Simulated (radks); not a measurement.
Results of a calculation; reference values are marked as such.
Al IV, configuration [Ne].

Level of theory: Dirac Kohn-Sham, LDA (Slater exchange, Perdew-Wang correlation), spin-unpolarised, spherical densities, finite nucleus; Fermi nuclear charge, rms radius 3.061 fm (a radial shooting solver on a logarithmic mesh with Libxc functionals).

Energy parts (hartree):
total: -239.79488
kinetic: 240.11465
electron-nucleus: -561.74751
Hartree: 98.59668
exchange-correlation: -16.75870

Orbitals (lengths in bohr, moments of r in powers of bohr; <r^-3> diverges for s and p1/2; r(90%) holds 90 % of the orbital's charge):
| orbital | occ. | eigenvalue (hartree) | <r^-3> | <r^4> | r(90%) | <r> | small-component weight |
|---|---|---|---|---|---|---|---|
| 1s1/2 | 2 | -56.58640 | - | 0.0009951 | 0.216 | 0.1206 | 2.10e-03 |
| 2s1/2 | 2 | -5.21845 | - | 0.4082 | 0.989 | 0.6254 | 2.87e-04 |
| 2p1/2 | 2 | -3.84073 | - | 0.4532 | 1.01 | 0.5961 | 2.68e-04 |
| 2p3/2 | 4 | -3.82429 | 36.04 | 0.4590 | 1.01 | 0.5983 | 2.66e-04 |

The highest occupied level is 2p3/2 at -104.06 eV. For comparison, the ionisation energy in NIST's Atomic Spectra Database is 119.99 eV (measured). In exact Kohn-Sham theory the highest level is minus the ionisation energy, but local and semilocal functionals leave it too shallow, through self-interaction and a potential that decays too fast; potentials with the right tail come closer.
